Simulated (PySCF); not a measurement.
Species: C₆H₉O₃ (doublet state).
Cartesian coordinates in Å at the GFN2-xTB level; atoms count from 1:
```xyz
18
C6H9O3 angstrom
C     -3.5674    0.0727    0.1839
C     -2.3091    0.7067   -0.2382
C     -1.0776   -0.1138    0.1432
C      0.2008    0.6177   -0.1751
O      0.2991    1.7461   -0.5378
O      1.2619   -0.2335    0.0463
C      2.5766    0.1098   -0.1837
C      3.4519   -1.0351    0.2405
O      2.9388    1.1415   -0.6498
H     -3.5792   -0.6615    0.9646
H     -4.5011    0.4141   -0.2153
H     -2.3155    0.8841   -1.3198
H     -2.2058    1.7071    0.2135
H     -1.0703   -1.0746   -0.3751
H     -1.0780   -0.3256    1.2158
H      3.1821   -1.9246   -0.3237
H      4.4923   -0.7819    0.0633
H      3.2915   -1.2429    1.2958
```

The hyperfine couplings belong to this conformer and change with its torsions.

As a line formula: `[CH2]CCC(=O)OC(C)=O` [radical].

Theory: UKS B3LYP, pcH-1 on C H O, non-relativistic, mean-field spin-orbit, GIAO in PySCF. One conformer (not necessarily the lowest) at the GFN2-xTB geometry, without solvent, vibrations or thermal averaging. GFN2-xTB frequencies show an imaginary mode (20i cm⁻¹), so this geometry is no minimum at that level. Couplings are sensitive to structure, and on GFN2-xTB geometries they can be far from those on DFT ones. No stability test was run, so a lower SCF solution isn't excluded.

Question: What is the g tensor, term by term?

Answer: 
```
                    Δg (ppm)     1     2     3
relativistic mass correction  -134  -134  -134
            gauge correction     5    34    12
   orbital Zeeman/spin–orbit   -16   561   770
                       total  -145   461   649
```

So g = 2.00217, 2.00278, 2.00297 and g_iso = 2.00264; the tensor is rhombic: the two nearest values differ by 24 % of g3 − g1. Axes: g2 points within 6° of the C1–C2 bond.

Question: What effective moment and Curie constant follow for a powder?

Answer: With the mean of g² = 4.0106 and S(S+1) = 0.75: μ_eff = √(⟨g²⟩S(S+1)) = 1.734 μB and χT = 0.12505·⟨g²⟩·S(S+1) = 0.376 cm³ K/mol (cgs; spin-Hamiltonian part alone).

Question: At 9.406 GHz, how far is the centre of the isotropic spectrum from where a free electron (g = 2.002319) resonates?

Answer: B = hν/(g μB) with μB/h = 13.99624 MHz/mT gives 335.63 mT for the free electron and 335.58 mT at g_iso, 0.05 mT lower.

Question: In a frozen sample, at which fields do the three g values resonate at 9.5, 34, 94 and 263 GHz (hyperfine left aside), and which band first spreads them over more than twice a line width of 0.5 mT?

Answer: 
| band | GHz | B(g3) mT | B(g2) mT | B(g1) mT | spread mT |
| --- | --- | --- | --- | --- | --- |
| X | 9.5 | 338.87 | 338.91 | 339.01 | 0.13 |
| Q | 34.0 | 1212.81 | 1212.93 | 1213.29 | 0.48 |
| W | 94.0 | 3353.07 | 3353.38 | 3354.40 | 1.33 |
| J | 263.0 | 9381.45 | 9382.34 | 9385.18 | 3.72 |

The spread grows in proportion to the frequency. W band is the first where it exceeds 1.0 mT.

Largest spin populations (Mulliken): C1 (+1.08), C2 (-0.09) and H13 (+0.06). C1 is the only atom above +0.15. The positive populations add up to 1.18 and the negative ones to -0.18, together 2S = 1. The angles at C1 add up to 359.7°, so it is planar; its axial dipolar tensor and the negative couplings of its protons fit spin in a p orbital normal to that plane.

The HOMO–LUMO gaps are 4.82 eV among the α and 5.72 eV among the β orbitals.

On one thread of an Arm Neoverse V2, on a shared host, this took 84 s (grids of density and orbitals included) and 1.0 GiB of memory at its peak.
